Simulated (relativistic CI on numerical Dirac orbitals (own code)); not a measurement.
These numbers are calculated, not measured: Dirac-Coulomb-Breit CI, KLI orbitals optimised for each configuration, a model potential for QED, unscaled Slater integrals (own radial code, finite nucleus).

Configurations in the expansion (outside the closed core 1s2): 2s, 2p, 3s, 3p, 3d, 4s, 4p, 4d, 4f, 5s, 5p, 5d, 5f, 5g, 6s, 6p, 6d. Levels of other configurations are missing.

At this charge energies of transitions that change n are usually good to better than 1 %, and those within a shell (Δn = 0) to a few per cent.

Outline of the computed level scheme of Te L. Lowest level of each configuration: 2s 2S_1/2 at 0.00 eV; 2p 2P°_1/2 at 113.96 eV; 3s 2S_1/2 at 5082.36 eV; 3p 2P°_1/2 at 5113.79 eV; 3d 2D_3/2 at 5217.80 eV; 4s 2S_1/2 at 6835.06 eV; 4p 2P°_1/2 at 6847.93 eV; 4d 2D_3/2 at 6891.65 eV; 4f 2F°_5/2 at 6903.98 eV.

Some strong electric-dipole decays among the lowest 15 levels: 3d 2D_5/2 → 2p 2P°_3/2 (4.0e+14 s⁻¹); 3d 2D_3/2 → 2p 2P°_1/2 (3.6e+14 s⁻¹); 3p 2P°_1/2 → 2s 2S_1/2 (1.5e+14 s⁻¹); 3p 2P°_3/2 → 2s 2S_1/2 (1.3e+14 s⁻¹); 4d 2D_5/2 → 2p 2P°_3/2 (1.3e+14 s⁻¹); 4d 2D_3/2 → 2p 2P°_1/2 (1.2e+14 s⁻¹); 4f 2F°_7/2 → 3d 2D_5/2 (8.6e+13 s⁻¹); 4f 2F°_5/2 → 3d 2D_3/2 (8.2e+13 s⁻¹).
